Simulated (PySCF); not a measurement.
# Bond curve of SeO

Set-up: PySCF, no relativity, basis sets Se def2-SVP, O def2-SVP. Energies in eV from Se + O in their ground configurations at the same level. State: ³Σ⁻ (triplet), unpaired electrons π ↑↑.

```
R (Å)  revPBE     UHF
1.414  -2.622   0.442
1.480  -3.756  -0.472
1.545  -4.419  -0.905
1.595  -4.691  -1.000
1.644  -4.820  -0.951
1.693  -4.839  -0.795
1.759  -4.738  -0.467
1.841  -4.475   0.040
1.940  -4.040   0.604
2.071  -3.368   1.081
```

Put a parabola through the three lowest points of the revPBE curve and estimate Re, k and ωe (reduced mass 13.33 u; 1 eV/Å² = 0.16022 mdyn/Å; ωe = 1302.8·√(k/μ) cm⁻¹).

Through R = 1.644, 1.693, 1.759 Å the second-order coefficient is 16.7 eV/Å², so Re ≈ 1.680 Å, k ≈ 5.34 mdyn/Å and ωe ≈ 825 cm⁻¹. A polynomial fit of higher order to the unrounded revPBE energies gives Re = 1.678 Å, k = 5.93 mdyn/Å, ωe = 869 cm⁻¹; anharmonicity and rounding make the difference.

The higher-order fit for each curve: revPBE: Re = 1.678 Å, ωe = 869 cm⁻¹, De = 4.84 eV; UHF: Re = 1.601 Å, ωe = 1083 cm⁻¹, De = 1.00 eV.

Spin–orbit coupling is left out. The state is the lowest determinant that a PBE0 search found; another state may lie lower at other levels.
